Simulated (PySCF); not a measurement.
Shapes and spin states of PdI2

Computed with B3LYP in PySCF with Pd def2-SVP with ECP28, I def2-SVP with ECP28; scalar-relativistic core potentials, no spin–orbit coupling; density-fitted integrals.

Relaxations began from a few typed shapes and spin states; open shells are unrestricted. The search is not exhaustive: other isomers or separated fragments can lie lower, and high-lying points may rest on an excited occupation.

Which is the lowest minimum found?
A. singlet C2v: Pd–I 2.524 Å (×2); I–Pd–I 94.1°
B. singlet C2v: Pd–I 2.525 Å (×2); I–Pd–I 93.2°
C. triplet D∞h: Pd–I 2.535 Å (×2); I–Pd–I 180.0°
D. singlet D∞h: Pd–I 2.533 Å (×2); I–Pd–I 180.0°

B. The others lie at 0.2 (singlet C2v), 3.0 (triplet D∞h), 72.6 (singlet D∞h, a saddle point) kJ/mol above it.

Formally Pd is in oxidation state +2, d8, with 0 unpaired electrons (the high-spin count would be 2). The polar-tensor charge on Pd, 0.35, is far below the formal one.

The electron or spin density has lower symmetry than the nuclear frame for the singlet D∞h at 72.6 kJ/mol.
